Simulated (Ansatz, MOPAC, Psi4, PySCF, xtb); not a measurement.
HBr (SMILES Br) and H4OSi (SMILES O[SiH3]) are pulled apart as rigid monomers along the line of their centres of mass, from the B3LYP-D3(BJ)/def2-TZVP minimum. Starting geometry (charge 0, multiplicity 1):
```csv
atom,x (Å),y (Å),z (Å)
Br,-0.6094,-1.1556,-0.0208
H,-0.1549,-0.4227,1.1354
O,0.4142,0.4928,2.6908
Si,-0.0908,0.1268,4.2355
H,1.0989,1.1549,2.5641
H,1.0380,-0.3805,5.0490
H,-1.1204,-0.9128,4.0636
H,-0.6578,1.3243,4.8970
```

Interaction energies with rigid monomers; basis-set methods are counterpoise corrected unless marked otherwise.

Frozen-core correlation. Filled d and f shells under p-block atoms count as core. The state reached by AM1 isn't checked.

Codes used: Ansatz (a quantum-chemistry and plane-wave program); MOPAC for AM1 (differences of heats of formation); Psi4 for SAPT; PySCF for the dispersion terms; xtb for the GFN methods. 

| H2···O3 (Å) | GFN-FF (kcal/mol) | AM1 (kcal/mol) | PBE-D3(BJ)/def2-TZVPPD (kcal/mol) | B3LYP-D3(BJ)/def2-TZVPPD (kcal/mol) | SAPT0/aug-cc-pVDZ (kcal/mol) |
|---|---|---|---|---|---|
| 1.71 | -2.25 | 1.65 | -4.89 | -4.52 | -5.36 |
| 1.89 | -3.85 | -2.12 | -5.23 | -5.06 | -5.53 |
| 2.17 | -3.95 | -3.29 | (withheld) | -4.50 | -4.81 |
| 2.64 | -2.60 | -2.19 | -2.94 | -2.88 | (withheld) |
| 3.39 | -1.02 | -1.00 | -1.33 | -1.26 | -1.47 |

**Question.** Fill in the missing entries.

**Answer.** 
- 2.17, PBE-D3(BJ)/def2-TZVPPD (kcal/mol): -4.55
- 2.64, SAPT0/aug-cc-pVDZ (kcal/mol): -3.15
